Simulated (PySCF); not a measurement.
Fractional electron number in Ge⁻ (germanium, charge -1)

The 4p alpha orbital of [Ar] 3d10 4s2 4p3 is emptied in steps (occupation f), with all orbitals relaxed, ending at [Ar] 3d10 4s2 4p2. Computed with PySCF 2.14 in aug-cc-pVTZ-PP with ECP10MDF (6s5p4d2f, 55 functions), with scalar relativity through the core potential. The exact energy is a straight line in f; departures are measured from the line between the end points of the same method.

```csv
f,UHF (eV),LDA (eV),PBE (eV),PBE0 (eV),r2SCAN (eV),LC-wPBE (eV),BHandHLYP (eV),wB97X (eV),MN15 (eV),r2SCAN0 (eV)
1,0.000,0.000,0.000,0.000,0.000,0.000,0.000,0.000,0.000,0.000
0.75,0.127,-0.508,-0.494,-0.345,-0.470,0.062,-0.198,0.028,-0.264,-0.327
0.5,0.153,-0.701,-0.678,-0.470,-0.636,0.079,-0.273,0.028,-0.354,-0.439
0.25,0.106,-0.540,-0.520,-0.358,-0.481,0.058,-0.210,0.015,-0.263,-0.330
0,0.000,0.000,0.000,0.000,0.000,0.000,0.000,0.000,0.000,0.000
```

**Question.** For PBE0, how does the orbital energy at f = 1 compare with the removal energy?

**Answer.** −ε = -0.426 eV against a total-energy difference of 1.366 eV. By Janak's theorem ε = ∂E/∂f, so the gap between them reflects the curvature. Along the path −ε is 0.413 (f = 0.75), 1.333 (f = 0.5), 2.303 (f = 0.25) eV.

```
   method  E(f=0) − E(f=1) (eV)  −ε at f=1 (eV)  −ε at f=0.5 (eV)
      UHF                 0.837           1.592             0.782
      LDA                 1.523          -1.079             1.435
      PBE                 1.396          -1.154             1.328
     PBE0                 1.366          -0.426             1.333
   r2SCAN                 1.479          -0.975             1.453
  LC-wPBE                 1.306           1.664             1.295
BHandHLYP                 1.108           0.098             1.075
    wB97X                 1.041           1.238             1.005
     MN15                 1.352          -0.041             1.355
  r2SCAN0                 1.447          -0.272             1.441
```

At f = 1 the orbital energy is positive for LDA, PBE, PBE0, r2SCAN, MN15, r2SCAN0: only the finite basis holds the electron.

Reference removal energy between the ground levels: 1.233 eV (measured; photodetachment measurements, as compiled on the Wikipedia data page of electron affinities). The calculation has no spin-orbit coupling. UHF lacks correlation.
